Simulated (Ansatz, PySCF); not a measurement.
SiBrCl3, SMILES Cl[Si](Cl)(Cl)Br. Atoms are numbered in the order given.

```xyz
5

Cl    -1.6611    -0.9590     1.1077
Si     0.0000     0.0000     0.4199
Cl     1.6611    -0.9590     1.1077
Cl     0.0000     1.9181     1.1077
Br     0.0000     0.0000    -1.7725
```

The structure is a stationary point at PBE0-D3(BJ)/def2-SVP.

Two levels are set side by side: PBE-D3(BJ)/def2-SVP (Ansatz, a first-principles code) and PBE0-D3(BJ)/def2-SVP (Ansatz). Each level has its own optimised geometry; the coordinates shown are those of the second. Frequencies come from the Hessian of PySCF at each geometry. Differences are taken from unrounded values.

| quantity | PBE0-D3(BJ) |
|---|---|
| mean bond length (Å) | 2.076 |
| bond Cl1–Si2 (Å) | 2.038 |
| bond Si2–Cl3 (Å) | 2.038 |
| bond Si2–Cl4 (Å) | 2.038 |
| bond Si2–Br5 (Å) | 2.192 |
| highest harmonic wavenumber (cm⁻¹) | 634 |
| mean harmonic wavenumber (cm⁻¹) | 338 |
| zero-point energy (kcal/mol) | 4.35 |

### Question
What does PBE-D3(BJ) give, and how far is it from PBE0-D3(BJ)? (Estimate from the structure and the level; the computed values follow.)

### Answer

```json
[
 {"quantity": "mean bond length (Å)", "PBE-D3(BJ)": "2.094", "PBE-D3(BJ) minus PBE0-D3(BJ)": "0.017"},
 {"quantity": "bond Cl1–Si2 (Å)", "PBE-D3(BJ)": "2.054", "PBE-D3(BJ) minus PBE0-D3(BJ)": "0.017"},
 {"quantity": "bond Si2–Cl3 (Å)", "PBE-D3(BJ)": "2.054", "PBE-D3(BJ) minus PBE0-D3(BJ)": "0.017"},
 {"quantity": "bond Si2–Cl4 (Å)", "PBE-D3(BJ)": "2.054", "PBE-D3(BJ) minus PBE0-D3(BJ)": "0.017"},
 {"quantity": "bond Si2–Br5 (Å)", "PBE-D3(BJ)": "2.212", "PBE-D3(BJ) minus PBE0-D3(BJ)": "0.019"},
 {"quantity": "highest harmonic wavenumber (cm⁻¹)", "PBE-D3(BJ)": "609", "PBE-D3(BJ) minus PBE0-D3(BJ)": "-25"},
 {"quantity": "mean harmonic wavenumber (cm⁻¹)", "PBE-D3(BJ)": "324", "PBE-D3(BJ) minus PBE0-D3(BJ)": "-14"},
 {"quantity": "zero-point energy (kcal/mol)", "PBE-D3(BJ)": "4.17", "PBE-D3(BJ) minus PBE0-D3(BJ)": "-0.18"}
]
```

GGA bonds tend to be longer and softer than those of functionals with exact exchange. Differences between two approximate levels are no errors against the true value.
